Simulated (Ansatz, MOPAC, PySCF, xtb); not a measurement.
Complex: H2S (SMILES S) (first 3 atoms) with HI (SMILES I); geometry from B3LYP-D3(BJ)/def2-TZVP, rigid monomers moved along the line of their centres of mass till S1···H5 is 4.46 Å.
(charge 0, multiplicity 1):
```tsv
atom	x (Å)	y (Å)	z (Å)
S	-0.0946	0.0723	0.1021
H	0.0562	1.4018	0.2197
H	-1.3905	0.1264	0.4512
I	1.2252	-0.3540	6.0346
H	0.9475	-0.3298	4.4251
```

Monomers are frozen at their geometry in the pair; levels with a basis set take the counterpoise correction. Rows marked so take none.

Cores are frozen in the correlated methods. Filled d and f shells under p-block atoms count as core. CBS: X⁻³ extrapolation of the correlation energy, Hartree–Fock from the larger set. Rows in 3-21G carry no dispersion term and start afresh at each structure; the Pople sets are all-electron and without relativity. The state reached by PM6 isn't checked.

Codes used: Ansatz (Gaussian basis) for Hartree–Fock, density functionals and correlated methods; MOPAC for PM6 (differences of heats of formation); PySCF for 3-21G rows, the dispersion terms; xtb for the GFN methods.  In def2 rows elements past Kr take small-core potentials, without spin–orbit coupling.

```json
[
 {"level": "PM6", "interaction energy (kcal/mol)": "-0.39"},
 {"level": "GFN1-xTB", "interaction energy (kcal/mol)": "-0.20"},
 {"level": "B3LYP/3-21G (no counterpoise)", "interaction energy (kcal/mol)": "(withheld)"},
 {"level": "B3LYP-D4/def2-TZVPPD", "interaction energy (kcal/mol)": "-0.42"},
 {"level": "MP2/def2-SVPD", "interaction energy (kcal/mol)": "-0.52"},
 {"level": "MP2/CBS(def2-TZVPPD, def2-QZVPPD)", "interaction energy (kcal/mol)": "-0.51"},
 {"level": "CCSD/def2-TZVPPD", "interaction energy (kcal/mol)": "-0.43"},
 {"level": "CCSD(T)/def2-SVPD", "interaction energy (kcal/mol)": "-0.47"},
 {"level": "CCSD(T)/CBS(def2-TZVPPD, def2-QZVPPD)", "interaction energy (kcal/mol)": "-0.47"}
]
```

Question: Fill in the missing entries.

Answer: 
- B3LYP/3-21G (no counterpoise), interaction energy (kcal/mol): -0.27

Ansatz is a quantum-chemistry and plane-wave program.
